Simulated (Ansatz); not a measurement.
Stepwise reaction of `O[SiH2][SiH](O)S` with hydrogen, as a gas-phase model of exchange steps in deposition or etching. ΔE in kJ/mol.

Gas-phase electronic energies from Ansatz, PBE0-D4/def2-TZVP geometries. CCSD(T)/CBS adds triple-zeta CCSD(T) − MP2 to the extrapolated MP2 energy (def2 sets, frozen cores). This one scheme is used for every species. Functionals use def2-TZVPP. B3LYP here is the variant with VWN-RPA as its local correlation; programs differ in this. One conformer a species, not always the lowest.

```tsv
step	reaction	PBE-D4	B3LYP-D4	ωB97M-V	CCSD(T)/CBS
1	`O[SiH2][SiH](O)S` + H₂ → `O[SiH]([SiH3])S` + H₂O	59.1	65.7	64.2	60.7
```

Give the row of step 2, `O[SiH]([SiH3])S` + H₂ → `[SiH3][SiH2]S` + H₂O. (Best estimate.)

The calculation gave: 
```tsv
step	reaction	PBE-D4	B3LYP-D4	ωB97M-V	CCSD(T)/CBS
2	`O[SiH]([SiH3])S` + H₂ → `[SiH3][SiH2]S` + H₂O	69.3	75.0	74.3	70.8
```

By hand: ΔE of the 2 steps together at CCSD(T)/CBS.

(60.7) + (70.8) = 131.5 kJ/mol, or 65.8 kJ/mol a step.

In ΔE each step is higher than the one before. All are uphill at CCSD(T)/CBS. PBE-D4 differs from CCSD(T)/CBS by -1.6 to -1.5 kJ/mol a step. Isolated molecules leave out the surface, adducts and barriers. Largest T1 diagnostic: 0.012.
